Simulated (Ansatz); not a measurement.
Molecule: FeO, charge 0, multiplicity 5. The spin state was set by rule; other spins were not relaxed. 
Structure (B3LYP-D3(BJ)/def2-TZVP (Ansatz, a quantum-chemistry and plane-wave program) minimum search):
```xyz
2

Fe     0.0000     0.0000    -0.3783
O      0.0000     0.0000     1.2296
```
Charge 0, spin multiplicity 5.

Wanted: atomisation energy (electronic, to ground-state atoms), in kcal/mol. Correlated levels leave the core frozen unless marked. Open shells are spin-unrestricted. No spin-orbit coupling. Frozen are the shells of the preceding noble gas and the d and f shells that filled before the atom's block. No relativistic terms. FCI takes restricted orbitals.  The program attaches cautions to a run behind MP2/STO-3G: large difference. The program attaches cautions to a run behind CCSD/def2-SVP: large difference. The program attaches cautions to a run behind CCSD(T)/def2-SVP: large difference.

```tsv
level	program	atomisation energy (kcal/mol)
BLYP-D3(BJ)/def2-TZVPD	Ansatz + dftd3	122.0
revPBE/def2-TZVPD	Ansatz	118.8
B3LYP-D4/def2-TZVPD	Ansatz + dftd4	101.1
B3LYP/def2-TZVPD	Ansatz	100.2
PBE0/6-31G*	Ansatz	91.8
PBE0/def2-SVP	Ansatz	89.4
PBE0-D3(BJ)/def2-TZVP	Ansatz + dftd3	96.4
PBE0-D3(BJ)/def2-TZVPD	Ansatz + dftd3	98.2
PBE0-D4/def2-TZVP	Ansatz + dftd4	96.5
PBE0/def2-TZVP	Ansatz	96.1
PBE0/def2-TZVPD	Ansatz	97.9
B2PLYP-D4/def2-TZVPD	Ansatz + dftd4	92.4
MP2/STO-3G	Ansatz	61.9
RI-MP2/def2-QZVPPD	Ansatz	60.5
CCSD/def2-SVP	Ansatz	53.0
CCSD/def2-TZVPP	Ansatz	71.5
CCSD(T)/def2-SVP	Ansatz	65.7
CCSD(T)/def2-TZVPPD	Ansatz	84.8
CCSDT/def2-SVP	Ansatz	67.1
FCI/STO-3G	Ansatz	89.0
```

The UHF reference is spin-contaminated (<S^2> 0.78 over the pure value in the largest basis). The Hartree-Fock reference is unstable (checked in the largest basis), which strains HF and MP2. The T1 diagnostic of CCSD in the largest basis is 0.113, which is high, so the coupled-cluster rows are less sure than usual.
